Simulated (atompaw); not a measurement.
Reading a pseudo-wave (niobium (Nb))

Columns: radius, all-electron u(r) and pseudo u(r) of the 4s shell (level -59.10 eV) of niobium in the configuration [Ar] 3d10 4s2 4p6 4d4 5s0.5 5p0.5; LDA (PW92), scalar-relativistic, PAW (atompaw) scheme, atompaw 4.2.0.5.

```tsv
r (bohr)	all-electron	pseudo
0.098	0.3671	0.1571
0.196	-0.0751	0.3126
0.294	-0.5412	0.4646
0.392	-0.5092	0.6101
0.490	-0.1747	0.7454
0.588	0.2345	0.8659
0.687	0.5946	0.9670
0.785	0.8507	1.0415
0.883	1.0039	1.0860
0.981	1.0701	1.0979
1.079	1.0706	1.0771
1.177	1.0261	1.0268
1.275	0.9535	0.9536
1.373	0.8662	0.8662
1.471	0.7732	0.7732
1.569	0.6809	0.6809
1.667	0.5932	0.5932
1.765	0.5123	0.5123
1.863	0.4393	0.4393
1.962	0.3739	0.3739
2.060	0.3172	0.3172
2.158	0.2680	0.2680
2.256	0.2256	0.2256
2.354	0.1894	0.1894
2.452	0.1586	0.1586
2.550	0.1325	0.1325
```

How many radial nodes do the two functions have?

The all-electron 4s function has n − l − 1 = 3 (the table is too coarse to show those close to the nucleus); the pseudo-wave has 0, since the states of the same l below it are removed with the core.

At about which radius was the pseudo-wave matched?

1.35 bohr, where the columns begin to agree (steps of 0.10 bohr).

Is the pseudo-wave norm-conserving?

No, it belongs to a PAW set: the norm inside the radius is not constrained, and the difference is carried by the augmentation charge.
